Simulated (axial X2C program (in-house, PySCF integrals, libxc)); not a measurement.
# Levels of SbN⁺ by electron attachment to SbN²⁺ (EOM-EA-CCSD)

Computed with an axial X2C code built on PySCF integrals: two-component X2C with atomic mean-field Coulomb and Gaunt terms, Gaussian nuclei, basis Sb dyall-acv3z, N dyall-av3z with contracted cores.

R = 1.937 Å (near the PBE0 minimum at charge 1 of the determinant lowest at the starting distance; the state shown can have its own minimum elsewhere).

Hartree–Fock spinors of SbN²⁺ (one of each Kramers pair; a window near the gap, which can cut inner shells):

```csv
ω,occupied,ε (eV),character
1/2,yes,-32.11,"51% Sb s, 26% N p, 13% N s"
1/2,yes,-26.86,"78% N p, 12% Sb p, 4% Sb d"
1/2,yes,-26.02,"51% N p, 29% Sb p, 12% Sb s"
3/2,no,-15.61,"67% Sb p, 26% N p, 6% N d"
1/2,no,-14.65,"71% Sb p, 14% N p, 7% N d"
3/2,no,-11.31,"56% N p, 18% Sb d, 17% Sb p"
1/2,no,-10.01,"44% Sb p, 27% Sb d, 12% N p"
1/2,no,-7.33,"72% Sb s, 7% N s, 6% Sb p"
3/2,no,-6.51,"94% Sb d, 6% N d"
```

Levels of SbN⁺ obtained by attaching an electron to SbN²⁺:

```
  Ω  binding energy (eV)  above lowest (cm⁻¹)                attached spinor  one-particle weight
3/2               17.241                    0            54% N pπ, 39% Sb pπ                 0.88
1/2               15.334                15387   71% Sb pπ, 13% N pπ, 7% N dπ                 0.85
3/2               14.478                22291  55% Sb pπ, 28% N pπ, 7% Sb dπ                 0.77
```

This point took 49 s on 1 thread of Intel(R) Xeon(R) Processor @ 2.30GHz, on a shared host.

Reference electrons by ω block (each with its −ω partner): 1/2: 19, 3/2: 7, 5/2: 2. 18 electrons of SbN²⁺ correlated (inner shells frozen), 92 natural virtual spinors (a truncated set); levels can be off by some tenths of an eV. Roots sought by Ω: (1/2: 5, 3/2: 4, 5/2: 2, 7/2: 1); rows need 60 % one-particle weight and stop where some Ω has no more roots. Missing are any skipped roots, higher Ω and states of a further excitation; these come out far too high here and may in truth be low or lowest. T1 of the reference 0.020 (Lee–Taylor). The reference was not checked to be the lowest state of its species. Number of frozen shells: Sb 4 s, 3 p, 1 d; N 1 s. Large amplitudes in the reference (orbital relaxation or multireference character) lower the reliability.
